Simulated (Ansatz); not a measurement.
A run of Ansatz (development build ahead of 0.2.0) on singlet HfF2 at this shape:

```json
{"atom": "Hf", "x (Å)": "0.0000", "y (Å)": "0.0000", "z (Å)": "0.0000"}
{"atom": "F", "x (Å)": "0.0000", "y (Å)": "2.1319", "z (Å)": "0.1865"}
{"atom": "F", "x (Å)": "0.0000", "y (Å)": "-2.1319", "z (Å)": "0.1865"}
```

Its results:

```
Converged                       : yes
Total energy                    : -247.79560 hartree
Spin squared of the determinant : 0.827
Stability test                  : minimum
```

Problem. Which input gives this output? Name the method, the orbitals and the basis set, and write the input.

Solution. r²SCAN (unrestricted) in def2-TZVPP. The basis set brings a core potential for Hf, so the total leaves out those core electrons.

```yaml
crystal:
  periodic: [false, false, false]
  atoms:
    - { symbol: Hf, position_ang: [0.0, 0.0, 0.0] }
    - { symbol: F, position_ang: [0.0, 2.13186, 0.18651] }
    - { symbol: F, position_ang: [0.0, -2.13186, 0.18651] }
basis:
  gaussian: { orbitals: def2-TZVPP }
magnetization:
  spin_polarized: true
hamiltonian:
  xc: r2scan
```

Caution: another spin multiplicity may lie lower; the unrestricted determinant is a mixture of spin states.
